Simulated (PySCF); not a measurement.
## Correlation energy of P²⁺ (phosphorus, charge +2)

[Ne] 3s2 3p1, 2P determinant. Computed with PySCF 2.14 in aug-cc-pV(D+d)Z (5s4p3d, 32 functions), with no relativity, point nucleus. Frozen: [Ne]; 3 electrons correlated.

MP2 pair energies summed by pair of shells (mhartree):

```json
{"pair": "3s-3s", "energy": "-22.61", "share (%)": "57.7"}
{"pair": "3s-3p", "energy": "-16.60", "share (%)": "42.3"}
```

Total MP2 correlation energy: -39.22 mhartree.

Same-spin part -2.38 and opposite-spin part -36.84 mhartree; SCS-MP2 scales them by 1/3 and 6/5 to -45.00 mhartree.

```tsv
level	correlation energy (mhartree)
CCSD	-59.65
(T)	-0.67
CCSD(T)	-60.32
```

Diagnostics: T1 = 0.011, D1 = 0.0263, largest double amplitude 0.111.

Is a single reference adequate?

Mostly. T1 lies below 0.03, but a double amplitude of this size points to a near-degeneracy that CCSD handles and MP2 describes poorly.
